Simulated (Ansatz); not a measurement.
A CCSD(T) single point on `[CH3][GeH2][AlH][Cl]`.

```yaml
crystal:
  periodic: [false, false, false]
  atoms:
    - {symbol: C, position_ang: [-1.467449, 0.609947, -0.357583]}
    - {symbol: Ge, position_ang: [-0.233072, -0.500771, 0.686322]}
    - {symbol: Al, position_ang: [2.098959, -0.346891, -0.115118]}
    - {symbol: Cl, position_ang: [2.416878, 0.780671, -1.868258]}
    - {symbol: H, position_ang: [-2.484942, 0.495770, 0.017673]}
    - {symbol: H, position_ang: [-1.180040, 1.659322, -0.287249]}
    - {symbol: H, position_ang: [-1.441149, 0.314931, -1.406860]}
    - {symbol: H, position_ang: [-0.703279, -1.972825, 0.629822]}
    - {symbol: H, position_ang: [-0.311226, -0.092559, 2.175255]}
    - {symbol: H, position_ang: [3.388418, -0.998796, 0.528897]}
basis:
  gaussian: {orbitals: def2-TZVPP}
correlation: {method: ccsd_t}
```

```sh
$ ansatz run in.yaml --threads 4 --pin off --events-out ev --progress --plain --max-ram 10444MiB
```

Output of Ansatz, abridged:

```
Functional definition: HF
1457 factors; integrals over basis functions are off by at most 1.1e-3 eV
mean field evaluation 1: about -76686.0478 eV, gradient 2.8e1 eV
mean field evaluation 2: about -76686.1823 eV, gradient 2.8e1 eV
mean field evaluation 4: about -76688.6836 eV, gradient 2.9e0 eV
mean field evaluation 8: about -76688.7272 eV, gradient 2.2e-1 eV
mean field -76688.72736925 eV, -2818.2587493335 hartree, gradient 2.3e-6 eV, S^2 0.000000; 0 other end points of the search recorded, 0 dependent functions left out
20 core orbitals not correlated: weight in the atoms' cores, before any rotation towards them, 1.000 or more for the frozen orbitals, at most 0.000 for the correlated occupied ones
reference -76688.72736925 eV, -2818.2587493335 hartree; 17, 17 occupied and 210, 210 virtual orbitals, 1457 factors
second order -19.21704755 eV of doubles, -0.00000000 eV of singles
cycle   1  -19.94247788 eV  change   -7.3e-1 eV  update   9.8e-2
cycle   2  -20.53184446 eV  change   -5.9e-1 eV  update   2.9e-2
cycle   3  -20.59868848 eV  change   -6.7e-2 eV  update   1.3e-2
cycle   4  -20.59130109 eV  change    7.4e-3 eV  update   3.4e-3
cycle   5  -20.59069201 eV  change    6.1e-4 eV  update   1.2e-3
cycle   6  -20.59033894 eV  change    3.5e-4 eV  update   3.7e-4
cycle   7  -20.59029741 eV  change    4.2e-5 eV  update   1.3e-4
cycle   8  -20.59031998 eV  change   -2.3e-5 eV  update   4.2e-5
perturbative correction -0.77650636 eV, -0.0285360822 hartree
Total energy: -76710.09419558 eV, -2819.0439657183 hartree
```

It took 99 s on 4 threads of an Intel Xeon Platinum 8259CL on a shared host, with 4.7 GiB of host memory at the peak.

Correlation energy per correlated electron: -0.628 eV. T1 diagnostic: 0.0107.
